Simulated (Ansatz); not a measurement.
System: hydrogen bromide, HBr, net charge 0, singlet state. SMILES: Br
Geometry: optimised at B3LYP-D3(BJ)/def2-TZVP (Ansatz, a program for electronic structure).

Property: size of the dipole moment, in D. Terms: spin-orbit terms left out; six Cartesian d functions in 6-31G* and its kin unless marked 5d; LANL2DZ with its own core potentials from Na on; non-relativistic. Ab initio and DFT rows: single points at B3LYP-D3(BJ) geometries (Ansatz).

Measured values: NIST CCCBDB, as tabulated in the package chemicals; dipoles are vibrational averages. 

Value to compare with, the measured value: 0.83 D.

| level | program | size of the dipole moment (D) | error |
|---|---|---|---|
| PBE/STO-3G | Ansatz | 1.23 | 0.40 |
| PBE/3-21G | Ansatz | 1.28 | 0.45 |
| PBE/LANL2DZ | Ansatz | 1.39 | 0.56 |
| PBE/6-31G* | Ansatz | 1.12 | 0.29 |
| PBE/def2-SVP | Ansatz | 1.02 | 0.19 |
| PBE/6-31G* with LANL2DZ past Ar | Ansatz | 1.41 | 0.58 |

6 of the 6 habitual levels lie above the measured value; their mean absolute error is 0.41 D, the median 0.43.

The sets are all those run for this method; runs whose electronic state is in doubt are left out.
